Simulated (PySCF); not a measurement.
**La (lanthanum, neutral) across methods**

[Xe] 5d2 6s1, high-spin 4F determinant (an excited configuration). Computed with PySCF 2.14 in ANO-RCC-VTZP (8s7p5d3f2g1h, 104 functions), with the spin-free X2C one-electron Hamiltonian (Gaussian nucleus).

```json
{"method": "PBE", "E (hartree)": "-8491.76", "mean ε 5p β (eV)": "-20.277", "mean ε 6s α (eV)": "-3.400", "mean ε 5d α (eV)": "-2.774", "Σ⟨r²⟩ (bohr²)": "88.55", "⟨S²⟩": "3.752"}
{"method": "UHF", "E (hartree)": "-8488.92793", "mean ε 5p β (eV)": "-25.924", "mean ε 6s α (eV)": "-4.852", "mean ε 5d α (eV)": "-5.576", "Σ⟨r²⟩ (bohr²)": "91.16", "⟨S²⟩": "3.761"}
{"method": "r2SCAN", "E (hartree)": "-8492.14", "mean ε 5p β (eV)": "-20.842", "mean ε 6s α (eV)": "-3.456", "mean ε 5d α (eV)": "-2.976", "Σ⟨r²⟩ (bohr²)": "88.50", "⟨S²⟩": "3.754"}
{"method": "PBE0", "E (hartree)": "-8491.81", "mean ε 5p β (eV)": "-21.916", "mean ε 6s α (eV)": "-3.844", "mean ε 5d α (eV)": "-3.567", "Σ⟨r²⟩ (bohr²)": "88.27", "⟨S²⟩": "3.753"}
{"method": "LDA", "E (hartree)": "-8484.92", "mean ε 5p β (eV)": "-20.526", "mean ε 6s α (eV)": "-3.604", "mean ε 5d α (eV)": "-2.729", "Σ⟨r²⟩ (bohr²)": "88.37", "⟨S²⟩": "3.751"}
```

Spin-orbit coupling, absent here, splits the open shell strongly.
